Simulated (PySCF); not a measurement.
# Electron correlation in Mg (magnesium, neutral)

[Ne] 3s1 3p1, high-spin 3P determinant (an excited configuration). Computed with PySCF 2.14 in aug-cc-pVQZ with one added diffuse shell each of s, p, d, f, g type (8s7p5d4f3g, 109 functions), with no relativity, point nucleus. Frozen: [Ne]; 2 electrons correlated.

Total MP2 correlation energy: -2.41 mhartree.

Same-spin part -2.41 and opposite-spin part 0.00 mhartree; SCS-MP2 scales them by 1/3 and 6/5 to -0.80 mhartree.
